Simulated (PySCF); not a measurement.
Computed shifts of a molecule C₅H₅F, PBE0/pcSseg-1 (PySCF), GIAO, gas phase, atoms alike by connectivity averaged where their shifts nearly agree, in ppm (number of nuclei): ¹³C: 223.2 (1), 149.0 (1), 137.9 (1), 124.2 (1), 99.1 (1). ¹⁹F: -174.9 (1). ¹H: 6.43 (1), 6.27 (2), 6.14 (1), 5.77 (1). References: ¹³C against TMS (σ = 186.3 ppm); ¹⁹F against CFCl3 (σ = 167.2 ppm); ¹H against TMS (σ = 31.56 ppm), references at their B3LYP-D3(BJ)/def2-TZVP geometries, non-relativistic. Coordinates come from a PBE0-D3(BJ)/def2-SVP optimisation. The values are those of a single conformer.

### Question
Pick the molecule that these values belong to.
(A) C=C=C(F)C=C
(B) C#C[C@H](F)C=C
(C) C#C/C(C)=C/F
(D) C=C(F)C#CC

### Answer
A, C=C=C(F)C=C
